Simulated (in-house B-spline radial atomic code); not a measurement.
Atomic self-consistent-field run: Sb⁶⁺ (an excited or competing configuration). Method: scalar-relativistic (X2C) LDA exchange-only, spin-polarised, spherical fractional occupations, Fermi nucleus of rms radius 4.6802 fm. Calculated with a B-spline radial code for spherical atoms.

Command:
```bash
python run_scf.py task.json out
```
Settings (nuclear radius in fm, mass in u):
```
Z                51
configuration    [Ar] 3d10 4s2 4p5 4d9 5f1
hamiltonian      x2c
method           lda,
spin_polarised   True
nucleus          fermi
rms_radius       4.6802
atomic_mass      120.90381
speed_of_light   137.035999084
```

Output (hartree, bohr):
```
 radial grid: 68 intervals, B-splines of order 8, outer radius 21.6418 bohr

 iter        energy (Eh)    residual
    1       -6432.704959    1.06e+00
    2       -6446.850251    6.67e-01
    3       -6454.672710    1.54e-01
    4       -6455.119271    4.12e-02
    5       -6455.138455    2.02e-02
    6       -6455.145064    4.69e-03
    7       -6455.145230    3.56e-04
    8       -6455.145232    1.62e-05
    9       -6455.145232    6.99e-07
   10       -6455.145232    5.03e-08

 total energy                     -6455.14523
 kinetic                            6814.2718
 electron-nucleus                 -15535.3949
 Hartree                            2423.8815
 exchange-correlation               -157.9036

 orbital      occ     eigenvalue          <r>       <r^2>       <1/r>       r_max
 1s up      1.000     -1113.8303      0.02786  0.00106121     56.8194     0.01767
 1s down    1.000     -1113.8170    0.0278599   0.0010612     56.8198     0.01767
 2s up      1.000      -172.5681     0.122226   0.0176771     12.9014      0.1037
 2s down    1.000      -172.5469     0.122222   0.0176761     12.9017      0.1037
 2p up      3.000      -155.5077      0.10687   0.0139585     11.9719     0.08274
 2p down    3.000      -155.4858     0.106868   0.0139578     11.9721     0.08274
 3s up      1.000       -36.6444     0.330735    0.125192     4.52729      0.3004
 3s down    1.000       -36.6198      0.33064    0.125104     4.52808      0.3004
 3p up      3.000       -31.0666     0.328682    0.125446     4.23025      0.2936
 3p down    3.000       -31.0401      0.32856    0.125332     4.23122      0.2936
 3d up      5.000       -22.4755     0.305374    0.110585     3.97901      0.2439
 3d down    5.000       -22.4468     0.305217     0.11044     3.98017      0.2439
 4s up      1.000        -8.8363     0.779282     0.68566     1.81416      0.7186
 4s down    1.000        -8.7389     0.779811    0.686862     1.81347      0.7183
 4p up      3.000        -7.0859     0.831415     0.78618     1.64948      0.7549
 4p down    2.000        -6.9906     0.832746    0.789091     1.64722      0.7548
 4d up      5.000        -4.4838     0.950665     1.04707      1.3899      0.8236
 4d down    4.000        -4.3962     0.954943     1.05717     1.38414      0.8248
 5f up      1.000        -1.1414      3.29717     12.5384    0.426456       3.322
```

Run time, properties included: 0.14 s on 1 thread of Arm Neoverse V2, on a shared host.

One-electron X2C: radii and densities carry no picture-change correction, so inner-shell <1/r> comes out high (for 1s by about 2 % at Z = 33, 5 % at 54, 10 % at 75, 30 % at 118) and <r> low.
